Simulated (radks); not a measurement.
Charge is removed step by step from the 2s down level of neutral fluorine, starting from [He] 2s(up 1, down 1) 2p5. All-electron calculation, scalar-relativistic Kohn-Sham, PBE, spin-polarised, spherical densities, finite nucleus; open shells are filled with parallel spins first; Fermi nuclear charge, rms radius 2.8976 fm. Program: a radial shooting solver on a logarithmic mesh with Libxc functionals.

removed (e),E - E(0) (eV),eigenvalue (eV),E minus straight line (eV)
0,0.000,-28.966,0.000
0.1,2.971,-30.468,-0.712
0.2,6.094,-31.999,-1.272
0.3,9.372,-33.557,-1.678
0.4,12.806,-35.140,-1.926
0.5,16.400,-36.745,-2.016
0.6,20.156,-38.372,-1.943
0.7,24.075,-40.018,-1.707
0.8,28.160,-41.681,-1.306
0.9,32.412,-43.360,-0.737
1,36.832,-45.053,0.000

Removing the whole electron costs 36.832 eV by Delta-SCF, against 28.966 eV from minus the eigenvalue at the starting occupation. Slater's transition state (half an electron removed) gives 36.745 eV. Integrating minus the eigenvalue over the occupation (Janak's theorem) gives 36.833 eV. In this scalar-relativistic scheme the density is built from large components alone, so the theorem holds only approximately. The mean slope of the eigenvalue, de/dn, is 16.1 eV per electron.
